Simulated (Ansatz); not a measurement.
Reaction (redistribution): `[NH2][Y]([NH2])[NH2]` + `[BH2][Zn][F]` → `[NH2][Y]([NH2])[F]` + `[BH2][Zn][NH2]`

Isolated molecules relaxed with PBE0-D4/def2-TZVP in Ansatz; ΔE leaves out vibrations. CCSD(T)/CBS adds triple-zeta CCSD(T) − MP2 to the extrapolated MP2 energy (def2 sets, frozen cores). DFT in def2-TZVPP. Elements past krypton have def2 core potentials. For Y, Zn outer-core shells are correlated without core-valence functions, which leaves a few kJ/mol of doubt a bond. Scalar relativity is left out up to krypton. One conformer a species, not always the lowest.

Is it downhill or uphill in electronic energy at CCSD(T)/CBS, and by how much? (An estimate is asked.)

Ansatz gave: Downhill: ΔE = -64.3 kJ/mol.

What do these levels give: LDA (SPW92), PBE-D4, revPBE-D4, BLYP-D4, B97M-V, r2SCAN0-D4, BHLYP-D4, PBE-QIDH, PBE, RPA@PBE/def2-TZVPP, MP2/def2-QZVPP, HF/CBS(def2)? (Best estimate.)

Ansatz gave: LDA (SPW92) -80.3, PBE-D4 -72.0, revPBE-D4 -70.8, BLYP-D4 -68.9, B97M-V -66.4, r2SCAN0-D4 -68.4, BHLYP-D4 -64.3, PBE-QIDH -68.0, PBE -72.0, RPA@PBE/def2-TZVPP -58.9, MP2/def2-QZVPP -67.7, HF/CBS(def2) -55.3 kJ/mol.

What do rigid-rotor, harmonic-oscillator terms from PBE0-D4/def2-TZVP frequencies (298.15 K, 1 bar) make of the CCSD(T)/CBS value? (An estimate is asked.)

Ansatz gave: ΔZPE = -0.1 kJ/mol, ΔH = -63.4 kJ/mol, ΔS = 24 J/(mol·K), ΔG = -70.6 kJ/mol.

Largest T1 diagnostic among the species: 0.016.

In def2-TZVPP, CCSD(T) changes the Hartree–Fock value by −7.7 kJ/mol (the triples alone add −1.5 kJ/mol) and MP2 by −11.6 kJ/mol. At CCSD(T), def2-SVP lies −4.2 kJ/mol from the extrapolated value and def2-TZVPP +0.7 kJ/mol. Leaving LDA and LC-ωPBE aside and taking each functional with its dispersion term where it has one, the values spread over 7.7 kJ/mol, from PBE-D4 to BHLYP-D4. LDA lies −8.3 kJ/mol from PBE without D4.
